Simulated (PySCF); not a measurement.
# Relaxation of singlet TiOF2

These are results of B3LYP in PySCF with Ti def2-SVP, O def2-SVP, F def2-SVP; no relativity; density-fitted integrals, not measurements. A (50,194) grid was used.

A hand-made T-shaped (ligand arrangement 2) start, of C2v symmetry, held to at least that symmetry:

Coordinates in bohr (charge 0 multiplicity 1):
```
Ti    0.0000    0.0000   -0.5651
O     0.0000    0.0000    2.7230
F     3.7772    0.0000   -0.4332
F    -3.7772    0.0000   -0.4332
```

Optimiser trace:
```
step  E − E(last) (kJ/mol)  largest gradient (Eh/bohr)
   0                275.47                     0.18194
   1                108.34                     0.04340
   2                 44.98                     0.05639
   3                  9.87                     0.01094
   4                  1.06                     0.00464
   5                  0.01                     0.00133
   6                  0.01                     0.00131
   7                  0.00                     0.00010
```

It ends at C2v with Ti–F 1.781 Å (×2), Ti–O 1.594 Å; F–Ti–F 128.3°, F–Ti–O 115.8° (×2) (after a last refinement on a finer grid). A frequency run shows 1 imaginary mode, down to 56i cm⁻¹, so it is a saddle point.

Stability towards spin polarisation was not tested.
